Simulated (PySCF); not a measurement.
# What a mistake does to a calculation on B2H6NSi

Calculated results; nothing here was measured. The program is PySCF 2.14.0, an open-source quantum chemistry code, run on an isolated molecule that a program drew, which may never have been made. The molecule is B2H6NSi (charge 0, doublet), drawn as the SMILES string `B[SiH]BN`.

Each row is a Hartree-Fock (HF) and frozen-core CCSD(T) single point in the cc-pV(D+d)Z basis, meant for a local HF minimum. Run 1 is clean. Each other run has one planted mistake out of seven kinds, and not every kind appears here: one electron removed, one electron added, multiplicity raised by two, geometry at a saddle point, minimal basis STO-3G, one bond length entered in bohr, all coordinates scaled. The reference is restricted for singlets and unrestricted otherwise, and also for a bond in bohr. Adding or removing an electron swaps singlet and doublet. Electrons count all cores. HOMO and LUMO are orbital energies over both spins, the gradient is its largest component, and the lowest frequency (negative if imaginary) is given only where the gradient is small. Bond lengths are over the 9 bonds as drawn. T1 is the CCSD diagnostic: over 0.02 (restricted) or 0.045 (unrestricted) a single reference is doubtful.

Geometry of the clean run:
```xyz
10
B2H6NSi, angstrom
B    -1.0591    3.1398   -2.0108
Si   -0.5402    1.3829   -1.2928
B     0.3716   -0.0951   -2.3347
N     0.7037   -1.3103   -1.7496
H    -0.8368    3.4068   -3.1598
H    -1.5983    3.9611   -1.3223
H    -0.8300    1.0838    0.1350
H     0.6395    0.0700   -3.4950
H     1.1540   -2.0465   -2.2539
H     0.5210   -1.5373   -0.7940
```

```
run,electrons,basis functions,<S^2>,HOMO (eV),LUMO (eV),gradient (hartree/bohr),lowest frequency (cm^-1),mean bond (Å),longest bond (Å),T1,HF (hartree),CCSD(T) (hartree),mistake
1,37,95,0.763,-7.90,0.63,2.0e-05,76,1.3856,2.025,0.0174,-396.23327,-396.72775,no fault
2,38,95,0.000,-0.80,7.45,3.1e-02,-,1.3856,2.025,0.0187,-396.23464,-396.76966,one electron added
3,37,95,0.761,-7.96,0.64,4.7e-02,-,1.3260,1.938,0.0156,-396.21516,-396.70446,all coordinates scaled
4,37,30,0.761,-5.04,5.46,3.5e-02,-,1.3856,2.025,0.0236,-391.54474,-391.75617,minimal basis STO-3G
5,37,95,1.683,-7.85,0.56,1.3e-02,-,1.5858,3.827,0.0269,-396.11963,-396.59603,?
6,36,95,0.000,-16.53,-6.43,3.9e-02,-,1.3856,2.025,0.0189,-395.97070,-396.44815,?
```

**Which mistake was planted in run 5, and what did it cost?**

The mean bond changes by a factor of 1.144 and the longest by 1.890, so the molecule wasn't scaled as a whole. A length L in bohr read as angstrom grows by (1/0.5292 - 1) L = 0.890 L. The 9 bonds together grew by 9 x 0.2002 = 1.802 Å, which gives L = 2.025 Å. That is bond Si2-B3, 2.025 Å in the clean geometry. So the mistake is: one bond length entered in bohr. Subtracting run 1 and multiplying by 627.51 kcal/mol a hartree, the energy moved by 71.3 kcal/mol in HF and 82.7 kcal/mol in CCSD(T).

**Which mistake was planted in run 6, and what did it cost?**

It counts 36 electrons, one fewer than the clean run, at the same geometry and basis. So the mistake is: one electron removed. Subtracting run 1 and multiplying by 627.51 kcal/mol a hartree, the energy moved by 164.8 kcal/mol in HF and 175.5 kcal/mol in CCSD(T).

